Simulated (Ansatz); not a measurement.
A structure relaxed at PBE0-D4/def2-SVP in Ansatz, charge 1, doublet:

```xyz
10

Li   -1.568   -1.500   -1.265
Li    1.912    0.198    2.218
Li    0.385    2.689   -0.594
Li   -0.893   -1.825    2.158
Li    2.263    0.045   -1.384
Li   -1.535    1.279    1.745
Li    1.424   -2.586    0.201
Al   -0.179    0.665   -2.470
Al   -2.017    1.281   -0.958
Al    0.208   -0.245    0.349
```

Question: Give its formula and point group.

Answer: the cluster Li7Al3⁺. Point group Cs (tolerance 0.1 Å).

Question: Summarise the bond lengths by kind (pairs closer than 1.2 times the sum of covalent radii, bridged metal pairs left out).

Answer: 12 × Al–Li 2.57 to 2.84 Å; 1 × Al–Al 2.46 Å.

Another isomer (doublet) lies 0.48 eV lower at PBE0-D4/def2-TZVP; other spin states weren't run for this one.
